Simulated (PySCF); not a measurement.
CH6AlClO2Si, SMILES [OH][Al]([OH])[CH2][SiH2]Cl.

Geometry optimised at PBE-D3(BJ)/def2-SVP. The structure was generated by enumeration; whether it is a known compound was not checked. One conformer was computed; it need not be the lowest.

These are TDDFT-PBE/def2-SVPD run with PySCF values and carry that method's errors.

Vertical excitations. The molecule is in vacuum. State labels are in the subgroup Cs.

Computed UV-visible absorptions:
```tsv
state	symmetry	energy (eV)	λ (nm)	f	main pairs
S1	A'	5.71	217	0.047	HOMO→LUMO 98 %
S2	A"	5.71	217	0.000	HOMO−1→LUMO 100 %
S3	A"	6.03	206	0.000	HOMO−2→LUMO 97 %
S4	A"	6.07	204	0.002	HOMO−1→LUMO+1 97 %
S5	A'	6.08	204	0.063	HOMO→LUMO+1 96 %
S6	A"	6.22	199	0.023	HOMO−3→LUMO 78 %, HOMO−2→LUMO+1 19 %
S7	A"	6.43	193	0.000	HOMO−3→LUMO+1 86 %, HOMO−2→LUMO+1 13 %
S8	A'	6.52	190	0.068	HOMO−4→LUMO 89 %
S9	A'	6.60	188	0.019	HOMO−5→LUMO 81 %
S10	A"	6.63	187	0.059	HOMO−2→LUMO+1 63 %, HOMO−3→LUMO 17 %, HOMO−3→LUMO+1 12 %
T1	A'	5.53	224	0	HOMO→LUMO 98 %
T2	A"	5.67	219	0	HOMO−1→LUMO 97 %
T3	A'	5.72	217	0	HOMO→LUMO+1 98 %
T4	A"	5.83	213	0	HOMO−2→LUMO 95 %
```
Triplets are in the Tamm–Dancoff approximation, which puts them higher than full response would, so one can lie above its singlet here.
